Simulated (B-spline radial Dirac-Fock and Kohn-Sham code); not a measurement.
Pr²⁺ 4p3/2: cross section and angular parameters

System: the Pr²⁺ ion, 1s2 2s2 2p6 3s2 3p6 3d10 4s2 4p6 4d10 4f3 5s2 5p6; threshold 232.8 eV (orbital energy of the model). Calculated with a radial finite-basis atomic code, using Dirac-Hartree-Slater photoionisation with a Latter tail; cross sections with all multipoles, angular parameters from the dipole term and its interference with E2.

For linearly polarised light dσ/dΩ = σ/(4π) [1 + β P₂(cos θ) + (δ + γ cos²θ) sin θ cos φ], with θ from the polarisation vector and φ the angle between the beam and the projection of the electron momentum on the plane normal to the polarisation.

```
hν (eV)  σ (kb)       β       γ      δ
    268     310  -0.345  -0.117  0.038
    319     287   0.299  -0.078  0.062
    321     286   0.318  -0.073  0.062
    324     285   0.345  -0.066  0.062
    356     268   0.581   0.018  0.059
    400     247   0.809   0.116  0.051
    600     166   1.310   0.261  0.020
    672     144   1.396   0.248  0.014
    844     107   1.524   0.183  0.006
    905    96.4   1.555   0.158  0.004
    961    88.1   1.578   0.134  0.003
    993    83.8   1.590   0.122  0.003
   2000    25.2   1.719  -0.033  0.002
 2984.4    11.3   1.717   0.073  0.005
   3260    9.42   1.711   0.118  0.006
   3970    6.15   1.691   0.248  0.009
   7040    1.60   1.586   0.809  0.024
   7950       ?       ?       ?      ?
 9251.7   0.799   1.513   1.147  0.039
  11700   0.427   1.440   1.458  0.058
  15000   0.214   1.350   1.791  0.085
```

Q: Give the values at 7950 eV.

A: σ = 1.18 kb, β = 1.556, γ = 0.955, δ = 0.030.
